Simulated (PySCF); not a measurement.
Mapped SMILES: `[CH2:1]=[C:2]([CH3:3])[CH2:4][O:5][SiH2:6][O:7][SiH3:8]`. Each H is labelled by its parent atom. Ha(C1) is cis to C3; Hb(C1) is trans to C3.

- GFN2-xTB structure
- GIAO PBE0/pcSseg-1 shieldings
- run in PySCF 2.14
- no solvent model, one averaged value for each set of equivalent atoms, no relativistic terms, one conformer

References, each an isolated molecule treated in the same way: $^{13}$C (σref 186.93), $^{1}$H (σref 31.72), $^{29}$Si (σref 349.16) against TMS; $^{17}$O (σref 336.08) against H2O.

| atoms | nucleus | count | Hirshfeld charge | δ (ppm) |
| --- | --- | --- | --- | --- |
| O5 | $^{17}$O | 1 | -0.22 | 60.8 |
| Ha(C1) | $^{1}$H | 1 | 0.04 | ? |
| O7 | $^{17}$O | 1 | -0.30 | 36.0 |
| C4 | $^{13}$C | 1 | 0.01 | 70.0 |
| C3 | $^{13}$C | 1 | -0.12 | 22.0 |
| H(C4) | $^{1}$H | 2 | 0.04 | 4.47 |
| C2 | $^{13}$C | 1 | 0.01 | 154.7 |
| Si6 | $^{29}$Si | 1 | 0.45 | -44.0 |
| Si8 | $^{29}$Si | 1 | 0.39 | ? |
| H(Si6) | $^{1}$H | 2 | -0.09 | 4.85 |
| C1 | $^{13}$C | 1 | -0.11 | ? |
| Hb(C1) | $^{1}$H | 1 | 0.04 | ? |
| H(C3) | $^{1}$H | 3 | 0.04 | 2.12 |
| H(Si8) | $^{1}$H | 3 | -0.08 | 5.21 |

Estimate the values marked ?.

Answers


- C1: 118.1 ppm, terminal =CH2 carbon; as expected for a trigonal carbon in a double bond
- Ha(C1): 5.22 ppm, hydrogen on a terminal =CH2 carbon; olefinic region
- Hb(C1): 5.20 ppm, hydrogen on a terminal =CH2 carbon; a vinylic proton, deshielded by the sp2 carbon and the C=C anisotropy
- Si8: -43.3 ppm, silicon bonded to O, 3 H

Shifts are as computed. Against solution values, carbons near 30 ppm lie about +3 ppm off and those near 130 ppm about +5 ppm. Of 1309 compounds with measured shifts, 239 miss one by over three times the rms of a fit or turn the order of signals round; such compounds aren't used in these exercises. Experimental scales use liquid or dissolved standards, which lie at an offset from isolated H2O (liquid H2O: subtract about 36 ppm).
